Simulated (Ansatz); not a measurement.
`C[SiH2]BO[SiH3]` + `FC[SiH2]F` → `FBO[SiH3]` + `C[SiH2]C[SiH2]F`  (redistribution)

Calculated with Ansatz (gas phase, PBE0-D4/def2-TZVP geometries, no zero-point term in ΔE). CCSD(T)/CBS is the MP2 limit (def2-TZVPP, def2-QZVPP) plus CCSD(T) − MP2 in def2-TZVPP, frozen cores. Functionals use def2-TZVPP. Each species was taken in one conformer, which may not be the lowest.

`C[SiH2]BO[SiH3]`:

```xyz
14

C    -2.054    1.729    0.863
Si   -1.559    0.004    0.303
B     0.342   -0.051   -0.413
O     1.128   -1.126   -0.190
Si    2.678   -1.487   -0.662
H    -1.439    2.058    1.704
H    -3.099    1.755    1.178
H    -1.926    2.449    0.050
H    -2.464   -0.419   -0.811
H    -1.758   -0.971    1.415
H     0.796    0.861   -1.068
H     3.236   -0.370   -1.466
H     3.488   -1.701    0.561
H     2.633   -2.732   -1.464
```

`FC[SiH2]F`:

```xyz
8

F    -0.904    1.412    0.980
C    -0.896    0.378    0.053
Si    0.805   -0.418   -0.069
F     1.832    0.598   -0.752
H    -1.216    0.780   -0.915
H    -1.637   -0.369    0.361
H     0.695   -1.619   -0.935
H     1.321   -0.762    1.276
```

`FBO[SiH3]`:

Z-matrix (Å, degrees):
```
Si
O 1 1.655
H 1 1.481 2 108.0
H 1 1.481 2 108.0 3 -119.2
H 1 1.485 2 110.1 3 120.4
B 2 1.342 1 134.0 3 -120.1
F 6 1.324 2 118.3 1 180.0
H 6 1.198 2 123.1 1 0.0
```

`C[SiH2]C[SiH2]F`:

Z-matrix (Å, degrees):
```
C
Si 1 1.867
H 1 1.092 2 110.7
H 1 1.092 2 110.8 3 -120.4
H 1 1.093 2 110.8 3 119.9
C 2 1.881 1 111.4 3 -59.2
H 2 1.490 1 110.1 3 179.8
H 2 1.491 1 110.3 3 61.4
Si 6 1.851 2 115.6 1 70.9
H 6 1.096 2 109.1 1 -53.3
H 6 1.097 2 108.3 1 -169.2
F 9 1.607 6 109.5 2 -52.0
H 9 1.484 6 110.9 2 66.1
H 9 1.485 6 112.4 2 -170.4
```

CCSD(T)/CBS gives -315.3 kJ/mol.

Task: Another level gave -305.6 kJ/mol. Which?
A. CCSD(T)/def2-TZVPP
B. PBE0-D4/def2-TZVPP
C. PBE-D4/def2-TZVPP
D. SCS-MP2/def2-TZVPP

Result: B. PBE0-D4 -305.6, CCSD(T)/def2-TZVPP -314.6, PBE-D4 -294.1, SCS-MP2/def2-TZVPP -320.4 kJ/mol.

Largest T1 diagnostic among the species: 0.013.

The D4 term adds −6.1 kJ/mol with B3LYP and −3.3 kJ/mol with PBE0; it sums over pairs of atoms, weighted by their polarisabilities, and B3LYP, whose exchange is more repulsive, gets the larger term. From PBE to PBE0 (25 % exact exchange), in def2-TZVPP and without D4, ΔE moves by −12.0 kJ/mol.

B3LYP here is the variant with VWN-RPA as its local correlation; programs differ in this.
